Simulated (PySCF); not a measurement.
## C₆ coefficients of unlike pairs at PBE

Calculated with PySCF 2.14 from the dipole response of each species, C₆(A,B) = (3/π) ∫ α_A(iu) α_B(iu) du, in atomic units, from isotropic polarisabilities. For ions this is the dispersion term alone; charge-induced terms of lower order in 1/R come first.

```tsv
species	configuration	basis	relativity	α (bohr³)	C₆ (like pair)
P	[Ne] 3s2 3p3 (4S)	dyall-av3z (19s12p3d2f)	spin-free X2C	27.40	205.0
Re+	[Xe] 4f14 5d5 6s1 (7S)	aug-cc-pVTZ-PP with ECP60MDF (6s6p5d3f2g)	core potential	30.15	254.4
Os	[Xe] 4f14 5d6 6s2 (5D)	def2-TZVPPD with the def2 core potential (60 electrons) (6s5p3d2f1g)	core potential	51.76	537.1
Al(3+)	[Ne] (1S)	aug-cc-pCVTZ-DK with one added diffuse shell each of s, p, d, f type (9s8p6d4f)	spin-free X2C	0.2455	0.2180
```

Task: Estimate C₆ for Re+ with P.

Result: The integral gives 226.8. The combination rule 2 C_A C_B / (C_A α_B/α_A + C_B α_A/α_B) gives 228.3 and the geometric mean 228.4.

No spin-orbit coupling is included.

The other pairs:

```tsv
pair	C₆
Al(3+), Os	6.046
Os, Re+	366.3
Os, P	328.8
Al(3+), P	3.581
Al(3+), Re+	4.582
```
